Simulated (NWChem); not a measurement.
# 1,3-disilacyclobutane (C$_{2}$H$_{8}$Si$_{2}$); SMILES C1[SiH2]C[SiH2]1

```xyz
12

C      1.3589     0.0000     0.1591
Si     0.0000     1.3152    -0.0758
C     -1.3589     0.0000     0.1591
Si     0.0000    -1.3152    -0.0758
H      1.7455     0.0000     1.1921
H      2.2149     0.0000    -0.5303
H      0.0000     2.4462     0.9052
H      0.0000     1.8817    -1.4603
H     -1.7455     0.0000     1.1921
H     -2.2149     0.0000    -0.5303
H      0.0000    -2.4462     0.9052
H      0.0000    -1.8817    -1.4603
```
Atoms are numbered in this order, from 1.

Results from NWChem. All runs use the structure optimised with PBE0/def2-SVP.

Problem. What does the run give for B3PW91/def2-SVP? Quantities: highest occupied level (eV); orbital gap (eV); dipole (D).

Solution. 
| Property | Result |
|---|---|
| highest occupied level (eV) | -7.54 |
| orbital gap (eV) | 7.81 |
| dipole (D) | 0.39 |
